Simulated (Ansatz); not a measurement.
BCl2GeH5Si, SMILES `[SiH3][GeH]([Cl])[BH]Cl`, relaxed with RKS PBE-D4/def2-SVP in the Gaussian-basis code of Ansatz from a rough embedded geometry. The force threshold is 0.03 eV/Å; the program also tests the step.

Charge 0, multiplicity 1.

Start:

```xyz
10

Si   -0.032    1.598    0.329
Ge    0.538   -0.354   -0.643
Cl   -0.205   -0.351   -2.682
B    -0.269   -1.925    0.405
Cl   -2.131   -1.920    0.585
H     0.607    2.764   -0.405
H    -1.463    1.783    0.363
H     0.526    1.647    1.734
H     2.071   -0.542   -0.603
H     0.359   -2.701    0.915
```

(1) How much energy does the relaxation release, and in how many steps? (Estimate.)

(2) Which bonds change most? (An estimate is asked.)

(3) Give the relaxed structure. (An estimate is asked.)

## Answers

(1) Computed: 51.18 kJ/mol, in 14 steps, 1 of them rejected.

(2) Ansatz gave: Si1–Ge2 from 2.254 to 2.404 Å; B4–Cl5 from 1.871 to 1.741 Å; B4–H10 from 1.121 to 1.215 Å; Si1–H7 from 1.444 to 1.503 Å.

(3) Ansatz gave: 
```xyz
10

Si    0.096    1.735    0.411
Ge    0.481   -0.406   -0.614
Cl   -0.464   -0.229   -2.596
B    -0.382   -1.960    0.438
Cl   -1.829   -2.736   -0.140
H     0.693    2.813   -0.448
H    -1.388    1.943    0.530
H     0.714    1.779    1.782
H     2.003   -0.619   -0.868
H     0.077   -2.320    1.505
```
